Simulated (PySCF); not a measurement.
Sb(Me)2 (C₂H₆Sb), SMILES [CH3][Sb+][CH3] (connectivity only; charge and spin as stated), charge +1, multiplicity 1.

Coordinates come from a B3LYP-D3(BJ)/def2-SVP optimisation. The spin state was assumed, not searched. The isomer is the one that the SMILES or the coordinates give; other isomers of the formula were not compared. The def2 effective core potentials stand for the cores of Sb; spin–orbit coupling is left out.

Two levels are set side by side: TDA-PBE/def2-SVPD (PySCF) and TDA-CAM-B3LYP/def2-SVPD (PySCF). Vertical, same geometry. The lowest singlet is HOMO→LUMO 99 % with PBE and HOMO→LUMO 99 % with the other functional; states are paired by order. Differences are taken from unrounded values.

```tsv
quantity	TDA-CAM-B3LYP
lowest singlet excitation (eV)	2.27
lowest triplet excitation (TDA) (eV)	1.27
first bright state (f over 0.05) (eV)	7.25
its oscillator strength	0.27
```

What does TDA-PBE give, and how far is it from TDA-CAM-B3LYP? (The exact figures need the calculation; the answer reports its results.)


```tsv
quantity	TDA-PBE	TDA-PBE minus TDA-CAM-B3LYP
lowest singlet excitation (eV)	2.26	-0.01
lowest triplet excitation (TDA) (eV)	1.35	0.08
first bright state (f over 0.05) (eV)	6.92	-0.33
its oscillator strength	0.18	-0.09
```

Rough cost on one machine, each run with all the roots and properties that it gave: TDA-CAM-B3LYP against TDA-PBE about 4 times.
